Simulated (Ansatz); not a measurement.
Stretching the Te1–Te2 bond in Te2 (multiplicity 3 held). Energies count from the point at 2.575 Å.


Restricted levels (R-, RO-) in cc, def2 and unpolarised 6-31G sets keep to the state of the molecule at rest. Active spaces are followed from rest. Levels need not reach the same state.

Frozen-core correlation. Filled d and f shells under p-block atoms count as core.

The values were computed with Ansatz (Gaussian orbitals). Each number belongs to the level named beside it. In def2 rows elements past Kr take small-core potentials, without spin–orbit coupling.

Problem. Estimate the energy at R = 10.299 Å that RO-MP2/def2-TZVPP returns for this input.

Solution. 13.8 kcal/mol

Problem. Predict the energy at R = 10.299 Å from RO-wB97X-V/def2-TZVPP.

Solution. 202.5 kcal/mol

Problem. What energy at R = 10.299 Å does FIC-MRCISD+Q on CASSCF(12,8)/def2-TZVPP give?

Solution. 60.1 kcal/mol

Doubts at one or more of the structures used: a restricted determinant that unrestricted orbitals would lower (RO-wB97X-V/def2-TZVPP, RO-MP2/def2-TZVPP).

Ansatz is a quantum-chemistry and plane-wave program.
